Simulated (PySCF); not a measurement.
Species: C5H5NSi.
SMILES: `N#C[Si@H]1[C@@H](C1)C#C`

Jobs on this species (12 atoms, 56 electrons) with PySCF (density fitting). Hardware of each: an Arm Neoverse V2 with one thread, no GPU (shared host). Other jobs ran on the host; a repeat could differ by tens of per cent or more. Peak memory is the resident size of the whole Python process, interpreter and libraries included.

| level and settings | work | basis functions | SCF cycles | wall time | peak memory |
| --- | --- | --- | --- | --- | --- |
| delta-SCF UKS SCAN, pcX-1 on the ionised atom, pcseg-1 elsewhere, spin-free X2C | ΔSCF core ionisation, 8 holes | 149 | ? | ? | ? |
| delta-SCF UKS HF, pcX-2 on the ionised atom, pcseg-1 elsewhere, spin-free X2C | ΔSCF core ionisation, 8 holes | 169 | ? | ? | ? |
| delta-SCF UKS PBE0, pcX-2 on the ionised atom, pcseg-1 elsewhere, spin-free X2C | ΔSCF core ionisation, 8 holes | 169 | ? | ? | ? |
| delta-SCF UKS SCAN, def2-TZVP on the ionised atom, pcseg-1 elsewhere, spin-free X2C | ΔSCF core ionisation, 8 holes | 146 | 165 | 58 s | 0.55 GiB |
| delta-SCF UKS B3LYP, pcX-2 on the ionised atom, pcseg-1 elsewhere, spin-free X2C | ΔSCF core ionisation, 8 holes | 169 | 138 | 75 s | 0.71 GiB |
| delta-SCF UKS SCAN, pcX-2 on the ionised atom, pcseg-1 elsewhere, spin-free X2C | ΔSCF core ionisation, 8 holes | 169 | 165 | 62 s | 0.62 GiB |
| delta-SCF UKS PBE, pcX-2 on the ionised atom, pcseg-1 elsewhere, spin-free X2C | ΔSCF core ionisation, 8 holes | 169 | 148 | 35 s | 0.62 GiB |
| delta-SCF UKS SCAN, pcX-2 on the ionised atom, pcseg-1 elsewhere, non-relativistic | ΔSCF core ionisation, 8 holes | 169 | 162 | 59 s | 0.56 GiB |
| PBE0-D3(BJ)/def2-SVP, grid level 1 | geometry optimisation from a GFN2-xTB start shaken at random | 127 | 53 | 42 s | 0.49 GiB |

Task: Fill in the missing figures.

Result: 
- delta-SCF UKS SCAN, pcX-1 on the ionised atom, pcseg-1 elsewhere, spin-free X2C; ΔSCF core ionisation, 8 holes: 52 s, 0.55 GiB, 165 SCF cycles
- delta-SCF UKS HF, pcX-2 on the ionised atom, pcseg-1 elsewhere, spin-free X2C; ΔSCF core ionisation, 8 holes: 62 s, 0.65 GiB, 177 SCF cycles
- delta-SCF UKS PBE0, pcX-2 on the ionised atom, pcseg-1 elsewhere, spin-free X2C; ΔSCF core ionisation, 8 holes: 73 s, 0.82 GiB, 136 SCF cycles

Task: What do all jobs in the table cost together?

Result: About 8.6 min; the longest takes about 14 % of that, and about 2.1 times as long as the shortest.
